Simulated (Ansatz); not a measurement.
`[NH2][Cd][SH]` and `[CH3][Cd][NH2]` differ in one atom or group.

Ansatz, PBE0-D4/def2-TZVP geometries, multiplicity 1. Each molecule was computed in one conformer, which needn't be the lowest.

Elements past krypton have def2 core potentials.

```json
{"property": "LUMO energy (PBE/def2-TZVPP) / eV", "`[NH2][Cd][SH]`": "-1.80"}
{"property": "HOMO–LUMO gap (PBE0/def2-TZVPP) / eV", "`[NH2][Cd][SH]`": "6.05"}
{"property": "HOMO–LUMO gap (B3LYP/def2-TZVPP) / eV", "`[NH2][Cd][SH]`": "5.51"}
{"property": "HOMO–LUMO gap (PBE/def2-TZVPP) / eV", "`[NH2][Cd][SH]`": "3.95"}
{"property": "LUMO energy (PBE0/def2-TZVPP) / eV", "`[NH2][Cd][SH]`": "-0.99"}
{"property": "HOMO energy (PBE0/def2-TZVPP) / eV", "`[NH2][Cd][SH]`": "-7.04"}
```

**Question.** What does the change do to each property? (An estimate is asked.)

**Answer.** Ansatz gave: 
| property | `[CH3][Cd][NH2]` | shift |
| --- | --- | --- |
| LUMO energy (PBE/def2-TZVPP) / eV | -0.94 | 0.86 |
| HOMO–LUMO gap (PBE0/def2-TZVPP) / eV | 6.28 | 0.23 |
| HOMO–LUMO gap (B3LYP/def2-TZVPP) / eV | 5.74 | 0.23 |
| HOMO–LUMO gap (PBE/def2-TZVPP) / eV | 4.22 | 0.27 |
| LUMO energy (PBE0/def2-TZVPP) / eV | -0.18 | 0.81 |
| HOMO energy (PBE0/def2-TZVPP) / eV | -6.46 | 0.58 |

With PBE0 the HOMO rises by 0.58 eV and the LUMO rises by 0.81 eV, so the gap widens by about 0.23 eV. PBE moves the HOMO by 0.59 eV and ωB97M-V by 0.51 eV.

B3LYP here is the variant with VWN-RPA as its local correlation; programs differ in this.
